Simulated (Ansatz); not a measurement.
Consider the substitution at a C–C bond: `FCC1CO1` + `O[SiH3]` → `[SiH3]OC1CO1` + `CF`.

Program: Ansatz. Geometries: PBE0-D4/def2-TZVP. ΔE: electronic, gas phase. CBS: MP2 limit from def2 TZ/QZ plus the TZ coupled-cluster correction, frozen cores. This one scheme is used for every species. Each species was taken in one conformer, which may not be the lowest.

```
       species  CCSD(T)/CBS(def2) energy (Eh)
     `FCC1CO1`                     -292.07179
     `O[SiH3]`                     -366.69042
`[SiH3]OC1CO1`                     -519.11604
          `CF`                     -139.63461
```

(1) Work out ΔE.

Largest T1 diagnostic among the species: 0.012.

Answers

(1) ΔE = (-519.11604) + (-139.63461) − (-292.07179) − (-366.69042) = 0.01156 Eh = +30.4 kJ/mol.

The D4 term adds −4.7 kJ/mol with B3LYP and −2.6 kJ/mol with PBE0; it sums over pairs of atoms, weighted by their polarisabilities, and B3LYP, whose exchange is more repulsive, gets the larger term.

B3LYP here is the variant with VWN-RPA as its local correlation; programs differ in this.
